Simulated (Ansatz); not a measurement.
Consider the ligand exchange at the In–C bond: `C[CH2][InH][NH2]` + HBr → `[NH2][InH][Br]` + ethane.

Gas-phase electronic energies from Ansatz, PBE0-D4/def2-TZVP geometries. CBS: MP2 limit from def2 TZ/QZ plus the TZ coupled-cluster correction, frozen cores. This one scheme is used for every species. DFT in def2-TZVPP. HSE06 is defined as in plane-wave codes. def2 core potentials past Kr. For Br, In outer-core shells are correlated without core-valence functions, which leaves a few kJ/mol of doubt a bond. Scalar relativity is left out up to krypton. Each species was taken in one conformer, which may not be the lowest.

| level | ΔE (eV) |
| --- | --- |
| HSE06-D4 | -1.84 |
| CAM-B3LYP-D4 | -1.83 |
| PBE-QIDH | -1.87 |
| HF/def2-QZVPP | -2.17 |

(1) What does CCSD(T)/CBS give? (An estimate is asked.)

Largest T1 diagnostic among the species: 0.014.

## Answers

(1) The calculation gave: -1.79 eV. The listed levels differ from it by -0.05, -0.04, -0.08, -0.38 eV.

From PBE to PBE0 (25 % exact exchange), in def2-TZVPP and without D4, ΔE moves by −0.08 eV. At CCSD(T), def2-SVP lies −0.05 eV from the extrapolated value and def2-TZVPP +0.04 eV.
